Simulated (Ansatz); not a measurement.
Reaction (formal exchange of groups at a Ge–F bond): `[F][GeH2][SiH2]S` + `C=CCS` → `S[SiH2][GeH3]` + `C=C(F)CS`

Computed with Ansatz on PBE0-D4/def2-TZVP structures; ΔE is electronic, products minus reactants. CCSD(T)/CBS is the MP2 limit (def2-TZVPP, def2-QZVPP) plus CCSD(T) − MP2 in def2-TZVPP, frozen cores. DFT in def2-TZVPP. B3LYP here is the variant with VWN-RPA as its local correlation; programs differ in this. For Ge outer-core shells are correlated without core-valence functions, which leaves a few kJ/mol of doubt a bond. Scalar relativity is left out up to krypton. Each species was taken in one conformer, which may not be the lowest.

Task: Is it downhill or uphill in electronic energy at CCSD(T)/CBS, and by how much? (Best estimate.)

Result: The calculation gave: Uphill: ΔE = +107.7 kJ/mol.

Task: What do these levels give: r2SCAN-D4, r2SCAN, PBE0, B3LYP, MP2/def2-TZVPP, MP2/CBS(def2)? (Estimate.)

Result: Ansatz gave: r2SCAN-D4 97.1, r2SCAN 97.2, PBE0 96.1, B3LYP 104.5, MP2/def2-TZVPP 112.4, MP2/CBS(def2) 114.8 kJ/mol.

Largest T1 diagnostic among the species: 0.012.
